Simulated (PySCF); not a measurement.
Orbital gap (eV) of eight silicon and germanium compounds: PBE beside HF, computed with PySCF for isolated molecules in the bases named; differences from unrounded values. The eight are the first of their class met in an unordered collection, after screening for sound electronic states; none was chosen by its value. Each molecule has one DFT geometry for both levels.

| molecule | basis | HF |
|---|---|---|
| CH6BClO2Si, SMILES OB(O)C[SiH2]Cl | def2-TZVP | 14.63 |
| C₂H₆BNO₂Si, SMILES N[SiH2]C#CB(O)O | def2-TZVP | 13.39 |
| FH8NSi3, SMILES N[SiH2][SiH2][SiH2]F | def2-TZVP | 12.54 |
| Si(F)(NMe2) (C₂H₆FNSi), SMILES CN(C)[Si]F (connectivity only; charge and spin as stated), neutral, multiplicity 1 | def2-TZVP | 11.55 |
| CH7ClO2Si2, SMILES C[Si@@H](O)[Si@H](O)Cl | def2-TZVP | 13.20 |
| Ge(F)(Br)2(NH2) (Br₂FGeH₂N), SMILES [NH2][Ge]([F])([Br])[Br] | def2-TZVP | 13.62 |
| C3H9NOSi, SMILES C1N(C[SiH]1O)C | def2-TZVP | 13.35 |
| C2H8F2Si2, SMILES [SiH2](F)C(C)[SiH2]F | def2-TZVP | 14.50 |

Q: Estimate the PBE values and say how PBE differs from HF over the set. (The exact figures need the calculation; the answer reports its results.)

A: 
```csv
molecule,PBE,difference
"CH6BClO2Si, SMILES OB(O)C[SiH2]Cl",6.24,-8.39
"C₂H₆BNO₂Si, SMILES N[SiH2]C#CB(O)O",4.38,-9.01
"FH8NSi3, SMILES N[SiH2][SiH2][SiH2]F",4.66,-7.87
"Si(F)(NMe2) (C₂H₆FNSi), SMILES CN(C)[Si]F (connectivity only; charge and spin as stated), neutral, multiplicity 1",3.94,-7.61
"CH7ClO2Si2, SMILES C[Si@@H](O)[Si@H](O)Cl",5.07,-8.13
"Ge(F)(Br)2(NH2) (Br₂FGeH₂N), SMILES [NH2][Ge]([F])([Br])[Br]",4.29,-9.33
"C3H9NOSi, SMILES C1N(C[SiH]1O)C",4.83,-8.52
"C2H8F2Si2, SMILES [SiH2](F)C(C)[SiH2]F",6.13,-8.37
```
PBE lies below HF in 8 and above it in 0 of the eight; the mean signed difference is -8.40 and the largest -9.33 eV.
